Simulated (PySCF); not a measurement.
AuCl₄ (SMILES [Cl][Au-]([Cl])([Cl])[Cl]), charge -1, singlet, at a GFN2-xTB geometry (such geometries of metal compounds can be far from the true shape) (core potentials on Au); DF-SVWN5/def2-TZVP in PySCF.

Input for PySCF:
```python
from pyscf import gto, scf, dft

mol = gto.M(
    atom='''
Au   -0.000000    0.000000   -0.000000
Cl    2.102373   -0.854657    0.003101
Cl    0.854660    2.102373   -0.002281
Cl   -2.102373    0.854657   -0.003101
Cl   -0.854660   -2.102373    0.002281
''',
    basis='def2-tzvp',
    ecp={'Au': 'def2-tzvp'},
    charge=-1,
    spin=0,
    verbose=4,
    symmetry=True,
)

mf = dft.RKS(mol)
mf.xc = 'lda,vwn'
mf.irrep_nelec = {'Ag': 36, 'Bg': 12, 'Au': 10, 'Bu': 30}
mf = mf.density_fit(auxbasis='def2-universal-jkfit')
mf.kernel()
mf.analyze()
```

Output, abridged:

```
PySCF version 2.14.0

[INPUT] verbose = 4
[INPUT] num. atoms = 5
[INPUT] num. electrons = 88
[INPUT] charge = -1
[INPUT] spin (= nelec alpha-beta = 2S) = 0
[INPUT] symmetry True subgroup None
[INPUT] Mole.unit = angstrom
[INPUT] Symbol           X                Y                Z      unit          X                Y                Z       unit  Magmom
[...]
nuclear repulsion = 559.247675739213
point group symmetry = C2h
symmetry origin: [4.83362405e-17 0.00000000e+00 0.00000000e+00]
symmetry axis x: [9.83646878e-01 1.80106757e-01 6.12419036e-04]
symmetry axis y: [ 0.18010561 -0.98364601  0.00158184]
symmetry axis z: [ 8.87303434e-04 -1.44567090e-03 -9.99998561e-01]
num. orbitals of irrep Ag = 65
num. orbitals of irrep Bg = 30
num. orbitals of irrep Au = 31
num. orbitals of irrep Bu = 62
number of shells = 66
number of NR pGTOs = 318
number of NR cGTOs = 188
basis = def2-tzvp
ecp = {'Au': 'def2-tzvp'}

******** <class 'pyscf.df.df_jk.DFSymAdaptedRKS'> ********
method = DFSymAdaptedRKS
initial guess = minao
damping factor = 0
level_shift factor = 0
DIIS = <class 'pyscf.scf.diis.CDIIS'>
diis_start_cycle = 1
diis_space = 8
diis_damp = 0
SCF conv_tol = 1e-09
SCF conv_tol_grad = None
SCF max_cycles = 50
direct_scf = False
XC library pyscf.dft.libxc version 7.1.2
    S. Lehtola, C. Steigemann, M. J. T. Oliveira, and M. A. L. Marques,  SoftwareX 7, 1–5 (2018)
XC functionals = lda,vwn
    P. A. M. Dirac,  Math. Proc. Cambridge Philos. Soc. 26, 376 (1930)
    F. Bloch,  Z. Phys. 57, 545 (1929)
    S. H. Vosko, L. Wilk, and M. Nusair,  Can. J. Phys. 58, 1200 (1980)
radial grids:
    Treutler-Ahlrichs [JCP 102, 346 (1995); DOI:10.1063/1.469408] (M4) radial grids

becke partition: Becke, JCP 88, 2547 (1988); DOI:10.1063/1.454033
pruning grids: <function nwchem_prune>
grids dens level: 3
symmetrized grids: True
atomic radii adjust function: <function treutler_atomic_radii_adjust>
small_rho_cutoff = 0
Freeze 88 electrons in irreps ['Ag', 'Bg', 'Au', 'Bu']
    0 free electrons in irreps
Set gradient conv threshold to 3.16228e-05
Initial guess from minao.
tot grids = 99832
init E= -1955.35039665162
HOMO (Ag) = -0.579815376113195  LUMO (Bu) = -0.618095659686995  gap/eV = -1.04166

WARN: Ag HOMO -0.579815376113195 > system LUMO -0.618095659686995

WARN: Bg HOMO -0.617096866882803 > system LUMO -0.618095659686995

WARN: Au HOMO -0.614643902945161 > system LUMO -0.618095659686995

WARN: Bu HOMO -0.618095693942179 > system LUMO -0.618095659686995

WARN: Bu LUMO -0.618095659686995 < system HOMO -0.579815376113195

cycle= 1 E= -1968.66944196179  delta_E= -13.3  |g|= 2.87  |ddm|= 9.17
HOMO (Bg) = 0.494704892327347  LUMO (Bu) = 0.0434800581228458  gap/eV = -12.27845

WARN: Ag HOMO 0.441516868906482 > system LUMO 0.0434800581228458

WARN: Ag LUMO 0.448130206813862 < system HOMO 0.494704892327347

WARN: Bg HOMO 0.494704892327347 > system LUMO 0.0434800581228458

WARN: Au LUMO 0.297203154086988 < system HOMO 0.494704892327347

WARN: Bu LUMO 0.0434800581228458 < system HOMO 0.494704892327347

cycle= 2 E= -1947.98083258858  delta_E= 20.7  |g|= 7.45  |ddm|= 38.3
HOMO (Ag) = -0.0262607611403159  LUMO (Bu) = -0.137648124372137  gap/eV = -3.03100

WARN: Ag HOMO -0.0262607611403159 > system LUMO -0.137648124372137

WARN: Bg HOMO -0.103390483383693 > system LUMO -0.137648124372137

WARN: Au HOMO -0.1280525054727 > system LUMO -0.137648124372137

WARN: Bu LUMO -0.137648124372137 < system HOMO -0.0262607611403159

cycle= 3 E= -1970.23347932292  delta_E= -22.3  |g|= 0.782  |ddm|= 37.8
HOMO (Ag) = -0.00517771799773345  LUMO (Bu) = -0.0456347305027885  gap/eV = -1.10089

WARN: Ag HOMO -0.00517771799773345 > system LUMO -0.0456347305027885

WARN: Bg HOMO -0.00849506481359086 > system LUMO -0.0456347305027885

WARN: Bu LUMO -0.0456347305027885 < system HOMO -0.00517771799773345

cycle= 4 E= -1969.55990255371  delta_E= 0.674  |g|= 1.61  |ddm|= 3.22
HOMO (Ag) = 0.0325101959488734  LUMO (Bu) = -0.126828607988931  gap/eV = -4.33583

WARN: Ag HOMO 0.0325101959488734 > system LUMO -0.126828607988931

WARN: Bg HOMO -0.0640524049627107 > system LUMO -0.126828607988931

WARN: Au HOMO -0.125413250521846 > system LUMO -0.126828607988931

WARN: Bu LUMO -0.126828607988931 < system HOMO 0.0325101959488734

cycle= 5 E= -1970.33475303814  delta_E= -0.775  |g|= 0.506  |ddm|= 2.16
HOMO (Ag) = 0.038789425871613  LUMO (Bu) = -0.116991108981976  gap/eV = -4.23900

WARN: Ag HOMO 0.038789425871613 > system LUMO -0.116991108981976

WARN: Bg HOMO -0.0622219890967077 > system LUMO -0.116991108981976

WARN: Au HOMO -0.116372702046259 > system LUMO -0.116991108981976

WARN: Bu LUMO -0.116991108981976 < system HOMO 0.038789425871613

cycle= 6 E= -1970.35350242201  delta_E= -0.0187  |g|= 0.461  |ddm|= 1.81
HOMO (Ag) = 0.0356910653204636  LUMO (Bu) = -0.126227919346676  gap/eV = -4.40604

WARN: Ag HOMO 0.0356910653204636 > system LUMO -0.126227919346676

WARN: Bg HOMO -0.0723068653019002 > system LUMO -0.126227919346676

WARN: Au HOMO -0.120209231402042 > system LUMO -0.126227919346676

WARN: Bu LUMO -0.126227919346676 < system HOMO 0.0356910653204636

cycle= 7 E= -1970.44868524935  delta_E= -0.0952  |g|= 0.129  |ddm|= 1.36
HOMO (Ag) = 0.0319098853045006  LUMO (Bu) = -0.126910953778488  gap/eV = -4.32174

WARN: Ag HOMO 0.0319098853045006 > system LUMO -0.126910953778488

WARN: Bg HOMO -0.0738053065635821 > system LUMO -0.126910953778488

WARN: Au HOMO -0.124270448838765 > system LUMO -0.126910953778488

WARN: Bu LUMO -0.126910953778488 < system HOMO 0.0319098853045006

cycle= 8 E= -1970.43928563529  delta_E= 0.0094  |g|= 0.197  |ddm|= 1.69
HOMO (Ag) = 0.0319919489728875  LUMO (Bu) = -0.13026479224211  gap/eV = -4.41523

WARN: Ag HOMO 0.0319919489728875 > system LUMO -0.13026479224211

WARN: Bg HOMO -0.074214516717705 > system LUMO -0.13026479224211

WARN: Au HOMO -0.12479917924558 > system LUMO -0.13026479224211

WARN: Bu LUMO -0.13026479224211 < system HOMO 0.0319919489728875

cycle= 9 E= -1970.43412269936  delta_E= 0.00516  |g|= 0.207  |ddm|= 0.39
[...]

WARN: Ag HOMO 0.0334755337761834 > system LUMO -0.128367538745377

WARN: Bg HOMO -0.0735160417795196 > system LUMO -0.128367538745377

WARN: Au HOMO -0.123771977044666 > system LUMO -0.128367538745377

WARN: Bu LUMO -0.128367538745377 < system HOMO 0.0334755337761834

cycle= 39 E= -1970.44893276522  delta_E= -0.00339  |g|= 0.124  |ddm|= 0.0724
HOMO (Ag) = 0.0337060470072998  LUMO (Bu) = -0.126263666236648  gap/eV = -4.35300

WARN: Ag HOMO 0.0337060470072998 > system LUMO -0.126263666236648

WARN: Bg HOMO -0.0730616032762417 > system LUMO -0.126263666236648

WARN: Au HOMO -0.123534069295021 > system LUMO -0.126263666236648

WARN: Bu LUMO -0.126263666236648 < system HOMO 0.0337060470072998

cycle= 40 E= -1970.44518973631  delta_E= 0.00374  |g|= 0.16  |ddm|= 0.0822
HOMO (Ag) = 0.0334581311654887  LUMO (Bu) = -0.125382253961729  gap/eV = -4.32227

WARN: Ag HOMO 0.0334581311654887 > system LUMO -0.125382253961729

WARN: Bg HOMO -0.0730796793893616 > system LUMO -0.125382253961729

WARN: Au HOMO -0.123851611555252 > system LUMO -0.125382253961729

WARN: Bu LUMO -0.125382253961729 < system HOMO 0.0334581311654887

cycle= 41 E= -1970.44096020589  delta_E= 0.00423  |g|= 0.189  |ddm|=  1.7
HOMO (Ag) = 0.0334831572269678  LUMO (Bu) = -0.125082675288304  gap/eV = -4.31480

WARN: Ag HOMO 0.0334831572269678 > system LUMO -0.125082675288304

WARN: Bg HOMO -0.0730330201521389 > system LUMO -0.125082675288304

WARN: Au HOMO -0.123875205353071 > system LUMO -0.125082675288304

WARN: Bu LUMO -0.125082675288304 < system HOMO 0.0334831572269678

cycle= 42 E= -1970.44035905364  delta_E= 0.000601  |g|= 0.193  |ddm|= 0.00693
HOMO (Ag) = 0.0327321763841155  LUMO (Bu) = -0.125560442535498  gap/eV = -4.30736

WARN: Ag HOMO 0.0327321763841155 > system LUMO -0.125560442535498

WARN: Bg HOMO -0.0738647712183648 > system LUMO -0.125560442535498

WARN: Au HOMO -0.124179961554288 > system LUMO -0.125560442535498

WARN: Bu LUMO -0.125560442535498 < system HOMO 0.0327321763841155

cycle= 43 E= -1970.44416343302  delta_E= -0.0038  |g|= 0.171  |ddm|= 0.068
HOMO (Ag) = 0.0342488819971862  LUMO (Bu) = -0.127401954795727  gap/eV = -4.39874

WARN: Ag HOMO 0.0342488819971862 > system LUMO -0.127401954795727

WARN: Bg HOMO -0.0724804715991133 > system LUMO -0.127401954795727

WARN: Au HOMO -0.123513305702884 > system LUMO -0.127401954795727

WARN: Bu LUMO -0.127401954795727 < system HOMO 0.0342488819971862

cycle= 44 E= -1970.44675226557  delta_E= -0.00259  |g|= 0.144  |ddm|= 0.0666
HOMO (Ag) = 0.0322817284777557  LUMO (Bu) = -0.12967122437618  gap/eV = -4.40696

WARN: Ag HOMO 0.0322817284777557 > system LUMO -0.12967122437618

WARN: Bg HOMO -0.0739672339326154 > system LUMO -0.12967122437618

WARN: Au HOMO -0.124310397130968 > system LUMO -0.12967122437618

WARN: Bu LUMO -0.12967122437618 < system HOMO 0.0322817284777557

cycle= 45 E= -1970.4314793902  delta_E= 0.0153  |g|= 0.22  |ddm|= 1.63
HOMO (Ag) = 0.0332965213036829  LUMO (Bu) = -0.129726069208048  gap/eV = -4.43607

WARN: Ag HOMO 0.0332965213036829 > system LUMO -0.129726069208048

WARN: Bg HOMO -0.0737061059507325 > system LUMO -0.129726069208048

WARN: Au HOMO -0.12360771574608 > system LUMO -0.129726069208048

WARN: Bu LUMO -0.129726069208048 < system HOMO 0.0332965213036829

cycle= 46 E= -1970.45092244923  delta_E= -0.0194  |g|= 0.0992  |ddm|= 1.59
HOMO (Ag) = 0.0338164570966626  LUMO (Bu) = -0.130267615218449  gap/eV = -4.46496

WARN: Ag HOMO 0.0338164570966626 > system LUMO -0.130267615218449

WARN: Bg HOMO -0.0733080933885945 > system LUMO -0.130267615218449

WARN: Au HOMO -0.123426371076841 > system LUMO -0.130267615218449

WARN: Bu HOMO -0.130740343884101 > system LUMO -0.130267615218449

WARN: Bu LUMO -0.130267615218449 < system HOMO 0.0338164570966626

cycle= 47 E= -1970.45079871727  delta_E= 0.000124  |g|= 0.0967  |ddm|= 1.69
HOMO (Ag) = 0.0333889056791321  LUMO (Bu) = -0.127282048679779  gap/eV = -4.37208

WARN: Ag HOMO 0.0333889056791321 > system LUMO -0.127282048679779

WARN: Bg HOMO -0.0732129582463583 > system LUMO -0.127282048679779

WARN: Au HOMO -0.124088067367993 > system LUMO -0.127282048679779

WARN: Bu LUMO -0.127282048679779 < system HOMO 0.0333889056791321

cycle= 48 E= -1970.44521023953  delta_E= 0.00559  |g|= 0.159  |ddm|=  1.7
HOMO (Ag) = 0.0334149549299099  LUMO (Bu) = -0.128002396115303  gap/eV = -4.39239

WARN: Ag HOMO 0.0334149549299099 > system LUMO -0.128002396115303

WARN: Bg HOMO -0.073292757336675 > system LUMO -0.128002396115303

WARN: Au HOMO -0.124210702714559 > system LUMO -0.128002396115303

WARN: Bu LUMO -0.128002396115303 < system HOMO 0.0334149549299099

cycle= 49 E= -1970.44541690688  delta_E= -0.000207  |g|= 0.153  |ddm|=  1.7
HOMO (Ag) = 0.0326926410000823  LUMO (Bu) = -0.128596874996241  gap/eV = -4.38891

WARN: Ag HOMO 0.0326926410000823 > system LUMO -0.128596874996241

WARN: Bg HOMO -0.0737994390413499 > system LUMO -0.128596874996241

WARN: Au HOMO -0.124708446436484 > system LUMO -0.128596874996241

WARN: Bu LUMO -0.128596874996241 < system HOMO 0.0326926410000823

cycle= 50 E= -1970.44509364614  delta_E= 0.000323  |g|= 0.156  |ddm|=  1.7
SCF not converged.
SCF energy = -1970.44509364614
**** SCF Summaries ****
Total Energy =                       -1970.445093646138048
Nuclear Repulsion Energy =             559.247675739212809
One-electron Energy =                -3912.036105242937538
Two-electron Energy =                 1382.343335857586681
Two-electron Coulomb Energy =         1502.324770760740194
DFT Exchange-Correlation Energy =     -119.981434903153456
HOMO-LUMO gap [eV] =                    -4.388911280754907
Wave-function symmetry = Ag
occupancy for each irrep:     Ag   Bg   Au   Bu
                              18    6    5   15
**** MO energy ****
[...]
WARN: Weak orthogonality for localized orbitals 2.0984144784203486e-09

WARN: System has nonzero charge -1; the dipole moment is origin-dependent.
Location of origin: [0. 0. 0.]

Dipole moment(X, Y, Z, Debye):  0.00000,  0.00000,  0.00000
```

Convergence was not reached.
